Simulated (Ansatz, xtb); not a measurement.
# C5H7ClSi: which of two isomers lies lower

Structure a is `CC1=CC=C[Si@@H]1Cl`, a singlet and structure b is `CC1=C[Si@@H](Cl)C=C1`, a singlet. Both are isolated molecules in the gas phase, relaxed with PBE-D3(BJ)/def2-SVP.

a (Å):

```yaml
atoms:
  - { symbol: C, position_ang: [-2.3258, -0.4783, 0.9818] }
  - { symbol: C, position_ang: [-0.8786, -0.3362, 0.6405] }
  - { symbol: C, position_ang: [-0.3501, -0.1312, -0.5990] }
  - { symbol: C, position_ang: [1.1304, -0.0589, -0.7159] }
  - { symbol: C, position_ang: [1.8684, -0.2235, 0.4167] }
  - { symbol: Cl, position_ang: [0.7040, -2.2504, 2.8077] }
  - { symbol: Si, position_ang: [0.6184, -0.4222, 1.7957] }
  - { symbol: H, position_ang: [-2.9740, -0.4369, 0.0827] }
  - { symbol: H, position_ang: [-2.5144, -1.4413, 1.5043] }
  - { symbol: H, position_ang: [-2.6586, 0.3177, 1.6829] }
  - { symbol: H, position_ang: [-0.9744, -0.0300, -1.5053] }
  - { symbol: H, position_ang: [1.5810, 0.1217, -1.7079] }
  - { symbol: H, position_ang: [2.9660, -0.1843, 0.4329] }
  - { symbol: H, position_ang: [0.6584, 0.6537, 2.8439] }
```

b (Å):

```xyz
14

C    -1.7755   -1.5139   -0.3178
C    -0.6538   -0.7142    0.2770
C     0.4471   -0.2605   -0.3897
C     0.2965    0.3680    2.2607
C    -0.7211   -0.3604    1.7342
Cl    1.8569    2.6443    0.4121
Si    1.5188    0.6298    0.8577
H    -1.6247   -1.7013   -1.3974
H    -2.7453   -0.9876   -0.1830
H    -1.8797   -2.4924    0.1987
H     0.6098   -0.4527   -1.4598
H     2.8687    0.0131    1.0909
H     0.3336    0.6762    3.3149
H    -1.5928   -0.7019    2.3216
```

**Question.** Estimate E(b) − E(a) at the level CCSD(T)/def2-SVP + ΔMP2/def2-TZVPP.

**Answer.** Calculated at CCSD(T)/def2-SVP + ΔMP2/def2-TZVPP: E(b) − E(a) = −1.93 kcal/mol, so structure b lies lower.

Level by level:

```
                             level             geometry  E(b) − E(a) (kcal/mol)  departure from the last row (kcal/mol)  job, with rough time for the two
                          GFN2-xTB             GFN2-xTB                     −0.91                                   +1.02              optimisation, 0.29 s
                         HF/STO-3G             GFN2-xTB                     −1.15                                   +0.78               single point, 1.1 s
                r2SCAN-D4/def2-SVP             GFN2-xTB                     −1.47                                   +0.46               single point, 7.2 s
               PBE-D3(BJ)/def2-SVP  PBE-D3(BJ)/def2-SVP                     −0.62                                   +1.30                optimisation, 49 s
                       HF/def2-SVP  PBE-D3(BJ)/def2-SVP                     −1.86                                   +0.06           part of the CCSD(T) run
                      MP2/def2-SVP  PBE-D3(BJ)/def2-SVP                     −1.55                                   +0.38           part of the CCSD(T) run
                  CCSD(T)/def2-SVP  PBE-D3(BJ)/def2-SVP                     −1.57                                   +0.36                      single point
CCSD(T)/def2-SVP + ΔMP2/def2-TZVPP  PBE-D3(BJ)/def2-SVP                     −1.93                                                     single point, 1.7 min
```

As drawn, both hold the same kinds of bond in the same numbers.

None of the levels shown reverses the order. The largest departure from CCSD(T)/def2-SVP + ΔMP2/def2-TZVPP is that of PBE-D3(BJ)/def2-SVP, 1.30 kcal/mol. The last row adds to CCSD(T) the change of the MP2 difference between the two basis sets, here −0.36 kcal/mol.

With thermal terms from frequencies at re-optimised GFN2-xTB minima (ideal gas, soft modes damped towards free rotors, one conformer each, 298.15 K, 1 atm): the zero-point term adds −0.03 kcal/mol; ΔH is −2.00 and ΔG −1.91 kcal/mol.

The correlated steps freeze 15 core orbitals. Run with Ansatz 0.2.0, xtb 6.7.1; the last row on 2 threads of Intel(R) Xeon(R) Platinum 8259CL CPU @ 2.50GHz (Skylake/Cascade Lake) on a shared host.
